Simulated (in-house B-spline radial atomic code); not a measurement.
Values are calculated unless marked as measured or tabulated.
Mg ion on Ge atom: potential, deflection and energy transfer

The pair potential comes from two frozen, spherical free-atom densities (PBE, B-spline radial code, scalar-relativistic past argon): electrostatics plus the change in Thomas-Fermi kinetic and Dirac exchange energy where they overlap, the recipe behind the universal ZBL potential, which averages such potentials (from solid-state densities) over many pairs. It is written V = (Z1 Z2 e²/r) φ(r/a), with e² = 14.3996 eV·Å and a = 0.46850 Å/(Z1^0.23 + Z2^0.23); ZBL's fit is φ = 0.18175 e^(−3.1998x) + 0.50986 e^(−0.94229x) + 0.28022 e^(−0.4029x) + 0.02817 e^(−0.20162x). Where φ falls below 4e-4 it is continued as an exponential.

Masses 24.3 and 72.63 u.

| x = r/a | φ, this pair | φ, ZBL |
| --- | --- | --- |
| 0.1 | 0.8939 | 0.8928 |
| 0.5 | 0.6282 | 0.6096 |
| 1.5 | 0.3174 | 0.2995 |
| 3 | 0.1369 | 0.1292 |
| 5 | 0.05411 | 0.05224 |
| 8 | 0.01575 | 0.01705 |
| 12 | 0.004595 | 0.00474 |
| 17 | 0.001133 | 0.001212 |

Task: At x = 0.5 the electrostatic, kinetic and exchange parts are 49280.91, 10229.17 and -341.75 eV. Find r, V and φ.

Result: a = 0.46850/(1.7710 + 2.2191) = 0.11742 Å, so r = 0.05871 Å. V = 49280.91 + 10229.17 + (-341.75) = 59168.33 eV. The bare repulsion is 12 × 32 × 14.3996/0.05871 = 94186 eV, so φ = 0.6282, +3.1 % against ZBL's 0.6096. The kinetic (Pauli) term is 17 % of V here.

Task: The ion comes in at 0.6285 keV with impact parameter 0.0587 Å. The scattering integral gives a centre-of-mass angle of 164.8° and a closest approach of 5.14 a. What are the reduced energy, the energy passed on and the laboratory angles?

Result: ε = E a M2/(Z1 Z2 e² (M1 + M2)) = 628.5 × 1.5911e-05 = 0.01. The most that one collision can pass on is γE with γ = 4 M1 M2/(M1 + M2)² = 0.7514. Here T = γE sin²(θ/2) = 0.7514 × 628.5 × 0.9825 = 464 eV. The ion turns by arctan(sin θ/(cos θ + M1/M2)) = 157.4° (second quadrant: it bounces back), and the struck atom leaves at (180° − θ)/2 = 7.6°. The closest approach is 0.604 Å. With ZBL the angle would be 164.45° and T = 463.6 eV.
